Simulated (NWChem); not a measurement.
System: Si₂NH₆OCl; SMILES N[Si@@H](O)[SiH2]Cl

NWChem input:

```
start job
memory heap 200 mb stack 900 mb global 1100 mb
geometry units angstroms noautosym nocenter noautoz
  N     -0.013876    -1.889193    -1.363737
  Si    -0.234299    -1.408920     0.275382
  O      1.101836    -1.392291     1.282123
  Si    -0.927816     0.833147     0.227389
  Cl     0.895525     1.838074    -0.092196
  H      0.148319    -2.863884    -1.594997
  H      0.463963    -1.279234    -2.018361
  H     -1.176257    -2.371409     0.901646
  H      1.684304    -0.633372     1.158205
  H     -1.852710     1.233227    -0.873342
  H     -1.480225     1.333332     1.521002
end
basis spherical
  * library 6-31g*
end
dft
  xc b3lyp
  iterations 150
end
property
  shielding
end
task dft property
```

NWChem printed, in part:

```
             Northwest Computational Chemistry Package (NWChem) 7.3.0
             --------------------------------------------------------

                             Geometry "geometry" -> ""
                             -------------------------

 Output coordinates in angstroms (scale by  1.889725989 to convert to a.u.)

  No.       Tag          Charge          X              Y              Z
 ---- ---------------- ---------- -------------- -------------- --------------
    1 N                    7.0000    -0.01387600    -1.88919300    -1.36373700
    2 Si                  14.0000    -0.23429900    -1.40892000     0.27538200
    3 O                    8.0000     1.10183600    -1.39229100     1.28212300
    4 Si                  14.0000    -0.92781600     0.83314700     0.22738900
    5 Cl                  17.0000     0.89552500     1.83807400    -0.09219600
    6 H                    1.0000     0.14831900    -2.86388400    -1.59499700
    7 H                    1.0000     0.46396300    -1.27923400    -2.01836100
    8 H                    1.0000    -1.17625700    -2.37140900     0.90164600
    9 H                    1.0000     1.68430400    -0.63337200     1.15820500
   10 H                    1.0000    -1.85271000     1.23322700    -0.87334200
   11 H                    1.0000    -1.48022500     1.33333200     1.52100200

 Effective nuclear repulsion energy (a.u.)     364.0240729431

                              NWChem Property Module
                              ----------------------

  itol2e modified to match energy
  convergence criterion.

                                 NWChem DFT Module
                                 -----------------

 Summary of "ao basis" -> "ao basis" (spherical)
 ------------------------------------------------------------------------------
       Tag                 Description            Shells   Functions and Types
 ---------------- ------------------------------  ------  ---------------------
 N                           6-31g*                  6       14   3s2p1d
 Si                          6-31g*                  8       18   4s3p1d
 O                           6-31g*                  6       14   3s2p1d
 Cl                          6-31g*                  8       18   4s3p1d
 H                           6-31g*                  2        2   2s

  itol2e modified to match energy
  convergence criterion.

            General Information
            -------------------
          SCF calculation type: DFT
          Wavefunction type:  closed shell.
          No. of atoms     :    11
          No. of electrons :    66
           Alpha electrons :    33
            Beta electrons :    33
          Charge           :     0
          Spin multiplicity:     1
          Use of symmetry is: off; symmetry adaption is: off
          Maximum number of iterations: 150
          AO basis - number of functions:    94
                     number of shells:    48
          Convergence on energy requested:  1.00D-07
          Convergence on density requested:  1.00D-05
          Convergence on gradient requested:  5.00D-04

              XC Information
              --------------
                         B3LYP Method XC Potential
                     Hartree-Fock (Exact) Exchange  0.200
                        Slater Exchange Functional  0.800 local
                    Becke 1988 Exchange Functional  0.720 non-local
              Lee-Yang-Parr Correlation Functional  0.810
                  VWN I RPA Correlation Functional  0.190 local

[...]

          -----------------------------------------
          Chemical Shielding Tensors (GIAO, in ppm)
          -----------------------------------------

                                NWChem CPHF Module
                                ------------------

  scftype          =     RHF
  nclosed          =       33
  nopen            =        0
  variables        =     2013
  # of vectors     =        3
  tolerance        = 0.10D-03
  level shift      = 0.00D+00
  max iterations   =       50
  max subspace     =       30

 SCF residual:    1.0236437691477265E-005

Iterative solution of linear equations
  No. of variables     2013
  No. of equations        3
  Maximum subspace       30
        Iterations       50
       Convergence  1.0D-04

   iter   nsub   residual    time
   ----  ------  --------  ---------
     1      3    3.64D-01      48.5
     2      6    8.89D-03      53.6
     3      9    6.99D-04      58.7
     4     12    4.47D-05      63.8

      Atom:    1  N
        Diamagnetic
    307.2083      0.3212     -7.2536
      0.3212    324.9060      5.3662
     -7.2536      5.3662    332.2309

        Paramagnetic
    -79.3740    -11.7799      4.3135
    -11.7799   -122.7458     10.3612
      4.3135     10.3612    -89.9481

        Total Shielding Tensor
    227.8344    -11.4587     -2.9401
    -11.4587    202.1602     15.7274
     -2.9401     15.7274    242.2828

           isotropic =     224.0925
          anisotropy =      38.5936

          Principal Components and Axis System
                 1           2           3
              249.8215    228.6568    193.7990

      1        -0.3073      0.9081      0.2845
      2         0.3640     -0.1640      0.9168
      3         0.8792      0.3853     -0.2802

      Atom:    2  Si
        Diamagnetic
    879.2913     -0.8765      1.9619
     -0.8765    883.6921      0.7376
      1.9619      0.7376    881.3275

        Paramagnetic
   -423.9900     -9.4262     -5.0096
     -9.4262   -492.6404      3.2493
     -5.0096      3.2493   -449.2150

        Total Shielding Tensor
    455.3012    -10.3027     -3.0477
    -10.3027    391.0517      3.9869
     -3.0477      3.9869    432.1125

           isotropic =     426.1551
          anisotropy =      46.9215

          Principal Components and Axis System
                 1           2           3
              457.4361    431.8705    389.1588

      1         0.9767      0.1536      0.1498
      2        -0.1602      0.0576      0.9854
      3        -0.1428      0.9865     -0.0808

      Atom:    3  O
        Diamagnetic
    400.4387      7.5771     12.1990
      7.5771    389.6374     -0.7386
     12.1990     -0.7386    387.4304

        Paramagnetic
   -151.3242    -38.7304     -5.8269
    -38.7304   -175.6926     23.0587
     -5.8269     23.0587    -75.5914

        Total Shielding Tensor
    249.1145    -31.1533      6.3722
    -31.1533    213.9448     22.3201
      6.3722     22.3201    311.8390

           isotropic =     258.2994
          anisotropy =      87.5865

          Principal Components and Axis System
                 1           2           3
              316.6904    266.6709    191.5369

      1        -0.0066      0.8754      0.4834
      2         0.2142     -0.4710      0.8557
      3         0.9768      0.1092     -0.1844

      Atom:    4  Si
        Diamagnetic
    884.3976      2.6258     -1.2378
      2.6258    883.9269     -0.7911
     -1.2378     -0.7911    876.4915

        Paramagnetic
   -450.4786     34.0962    -12.7799
     34.0962   -464.2016     -8.9616
    -12.7799     -8.9616   -508.9168

        Total Shielding Tensor
    433.9190     36.7219    -14.0177
     36.7219    419.7253     -9.7527
    -14.0177     -9.7527    367.5747

           isotropic =     407.0730
          anisotropy =      90.0910

          Principal Components and Axis System
                 1           2           3
              467.1336    389.4967    364.5886

      1         0.7622     -0.6260      0.1650
      2         0.6250      0.7779      0.0642
      3        -0.1685      0.0542      0.9842

      Atom:    5  Cl
        Diamagnetic
   1151.0381      4.4579     -1.3057
      4.4579   1148.8905     -1.0241
     -1.3057     -1.0241   1143.4983

        Paramagnetic
   -120.3799     -2.5497      6.2225
     -2.5497    -86.3566      1.5162
      6.2225      1.5162    -27.7101

        Total Shielding Tensor
   1030.6582      1.9082      4.9168
      1.9082   1062.5340      0.4922
      4.9168      0.4922   1115.7882

           isotropic =    1069.6601
          anisotropy =      69.6268

          Principal Components and Axis System
                 1           2           3
             1116.0780   1062.6364   1030.2660

      1         0.0577      0.0573      0.9967
      2         0.0112      0.9982     -0.0581
      3         0.9983     -0.0145     -0.0570

      Atom:    6  H
        Diamagnetic
     20.3876     -3.2746     -1.8775
     -3.2746     42.2887      7.9991
     -1.8775      7.9991     26.4768

        Paramagnetic
      4.6980      1.2340      1.0577
      1.2340     -3.3169     -2.7421
      1.0577     -2.7421      2.2933

        Total Shielding Tensor
     25.0856     -2.0406     -0.8198
     -2.0406     38.9717      5.2570
     -0.8198      5.2570     28.7701

           isotropic =      30.9425
          anisotropy =      15.8221

          Principal Components and Axis System
                 1           2           3
               41.4905     26.5469     24.7900

      1        -0.1328      0.0224      0.9909
      2         0.9129     -0.3864      0.1311
      3         0.3859      0.9220      0.0309

      Atom:    7  H
        Diamagnetic
     23.8320      4.8245     -8.0880
      4.8245     29.7795     -5.3606
     -8.0880     -5.3606     35.8577

        Paramagnetic
      3.4805     -1.9530      3.4982
     -1.9530      1.5012      2.0821
      3.4982      2.0821     -0.5217

[...]
```

Level: B3LYP/6-31G* (spherical d), GIAO. Coordinates come from a PBE0/def2-SVP optimisation. The printed shielding anisotropy is the first printed principal value minus the mean of the other two.
